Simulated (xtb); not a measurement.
B(NCO)(OH)(OMe) (C2H4BNO3), SMILES COB(O)N=C=O. All values are semi-empirical tight-binding results from xtb (GFN2-xTB unless named), good for trends rather than for accurate numbers. Geometry optimised at GFN2-xTB. The structure was generated by enumeration, and PubChem lists no compound with its InChIKey, so it may never have been made. Other conformers were not sampled.

Optimised geometry:

Bonded distances (Å): B1–N2 1.440, B1–O5 1.353, B1–O7 1.342, N2–C3 1.190, C3–O4 1.155, O5–H6 0.956, O7–C8 1.414, C8–H9 1.092, C8–H10 1.091, C8–H11 1.090. Angles (°): N2–B1–O5 119.6, N2–B1–O7 117.1, O5–B1–O7 123.3, B1–N2–C3 150.6, N2–C3–O4 173.0, B1–O5–H6 115.3, B1–O7–C8 123.2, O7–C8–H9 108.7, O7–C8–H10 107.9, O7–C8–H11 111.3, H9–C8–H10 109.4, H9–C8–H11 109.5, H10–C8–H11 110.0.
Charge 0, spin multiplicity 1.

- orbital gap: 6.02 eV
- dipole moment: 2.92 D
- zero-point energy: 45.7 kcal/mol
- G − E(el) at 298.15 K (modified RRHO): 24.9 kcal/mol
- static polarisability (D4 model): 56.3 bohr³
- solvation energy, GFN2-xTB/ALPB(water): -6.1 kcal/mol
- solvation energy, GFN2-xTB/ALPB(hexane): -4.7 kcal/mol

Problem. Give the IR lines (harmonic; lines under 4 % of the strongest left out, lines within 3 cm⁻¹ merged). (An estimate is asked for; the answer gives what the named calculation found.)

Solution. ν (cm⁻¹): 522 (w), 560 (w), 912 (w), 1180 (m), 1326 (m), 1409 (w), 1543 (w), 2513 (vs) (against the strongest line: vs over 80 %, s over 45 %, m over 15 %, w over 4 %, vw less)

Problem. Give the atomic charges and the Wiberg bond orders between heavy atoms. (An estimate is asked for; the answer gives what the named calculation found.)

Solution. charges (e) B1 0.50, N2 -0.29, C3 0.33, O4 -0.27, O5 -0.47, H6 0.32, O7 -0.33, C8 0.03, H9 0.06, H10 0.06, H11 0.06. Bond orders B1–N2 0.97, N2–C3 1.99, N2–O4 0.37, C3–O4 1.91, B1–O5 1.16, B1–O7 1.18, O7–C8 0.97.
